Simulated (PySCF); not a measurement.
**Correlation energy of S (sulfur, neutral)**

[Ne] 3s2 3p4, high-spin 3P determinant. Computed with PySCF 2.14 in def2-TZVPPD, with no relativity, point nucleus. Frozen: 1s2; 14 electrons correlated.

MP2 pair energies summed by pair of shells (mhartree):

| pair | energy | share (%) |
| --- | --- | --- |
| 2p-2p | -98.05 | 35.9 |
| 3s-3p | -53.83 | 19.7 |
| 3p-3p | -53.60 | 19.6 |
| 2p-3p | -18.67 | 6.8 |
| 2s-2p | -18.39 | 6.7 |
| 2p-3s | -12.09 | 4.4 |
| 3s-3s | -9.77 | 3.6 |
| 2s-2s | -4.54 | 1.7 |
| 2s-3p | -2.78 | 1.0 |
| 2s-3s | -1.52 | 0.6 |

Total MP2 correlation energy: -273.25 mhartree.

Same-spin part -75.54 and opposite-spin part -197.72 mhartree; SCS-MP2 scales them by 1/3 and 6/5 to -262.44 mhartree.

This basis was not built for core-valence correlation, so the inner-shell part is incomplete.
